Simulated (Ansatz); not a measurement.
Computed with Ansatz on PBE0-D4/def2-TZVP structures; ΔE is electronic, products minus reactants. CBS: MP2 limit from def2 TZ/QZ plus the TZ coupled-cluster correction, frozen cores. This one scheme is used for every species. Functionals use def2-TZVPP. B3LYP here is the variant with VWN-RPA as its local correlation; programs differ in this. HSE06 is defined as in plane-wave codes. Open shells (•) are unrestricted, without spin–orbit coupling. Elements past krypton have def2 core potentials. For In outer-core shells are correlated without core-valence functions, which leaves a few kJ/mol of doubt a bond.

Reaction (hydrogen abstraction from the In–H bond): `[InH3]` + `[SiH3]`• → `[InH2]`• + SiH₄

| level | ΔE (kcal/mol) | difference from CCSD(T)/CBS |
| --- | --- | --- |
| LDA (SPW92) | -19.7 | 0.7 |
| PBE-D4 | -20.1 | 0.3 |
| revPBE-D4 | -20.4 | 0.0 |
| BLYP-D4 | -22.2 | -1.8 |
| r2SCAN-D4 | -19.7 | 0.7 |
| B97M-V | -18.1 | 2.3 |
| PBE0-D4 | -19.9 | 0.5 |
| r2SCANh-D4 | -19.7 | 0.7 |
| r2SCAN0-D4 | -19.8 | 0.6 |
| HSE06-D4 | -20.0 | 0.4 |
| BHLYP-D4 | -21.7 | -1.3 |
| CAM-B3LYP-D4 | -20.6 | -0.2 |
| ωB97X-V | -20.1 | 0.3 |
| ωB97M-V | -21.3 | -0.9 |
| B2PLYP | -21.5 | -1.1 |
| PBE-QIDH | -19.9 | 0.5 |
| PBE | -20.2 | 0.2 |
| revPBE | -20.3 | 0.1 |
| BLYP | -22.3 | -1.9 |
| r2SCAN | -19.7 | 0.7 |
| PBE0 | -19.9 | 0.5 |
| B3LYP | -22.0 | -1.6 |
| r2SCANh | -19.7 | 0.7 |
| r2SCAN0 | -19.8 | 0.6 |
| HSE06 | -20.0 | 0.4 |
| BHLYP | -21.8 | -1.4 |
| CAM-B3LYP | -20.7 | -0.3 |
| LC-ωPBE | -17.8 | 2.6 |
| RPA@PBE/def2-TZVPP | -20.2 | 0.2 |
| HF/def2-SVP | -20.7 | -0.3 |
| MP2/def2-SVP | -20.5 | -0.1 |
| CCSD/def2-SVP | -20.7 | -0.3 |
| CCSD(T)/def2-SVP | -20.7 | -0.3 |
| HF/def2-TZVPP | -20.7 | -0.3 |
| MP2/def2-TZVPP | -20.0 | 0.4 |
| HF/def2-QZVPP | -20.6 | -0.2 |
| SCS-MP2/def2-QZVPP | -21.1 | -0.7 |
| CCSD(T)/def2-QZVPP | -20.1 | 0.3 |
| HF/CBS(def2) | -20.6 | -0.2 |
| MP2/CBS(def2) | -20.3 | 0.1 |
| CCSD(T)/CBS | -20.4 | 0 |

What do rigid-rotor, harmonic-oscillator terms from PBE0-D4/def2-TZVP frequencies (298.15 K, 1 bar) make of the CCSD(T)/CBS value? (An estimate is asked.)

Computed: ΔZPE = +1.4 kcal/mol, ΔH = -19.2 kcal/mol, ΔS = -7 J/(mol·K), ΔG = -18.7 kcal/mol. Open shells count their whole term as degenerate.

Largest T1 diagnostic among the species: 0.018.

Leaving LDA and LC-ωPBE aside and taking each functional with its dispersion term where it has one, the values spread over 4.2 kcal/mol, from BLYP-D4 to B97M-V.
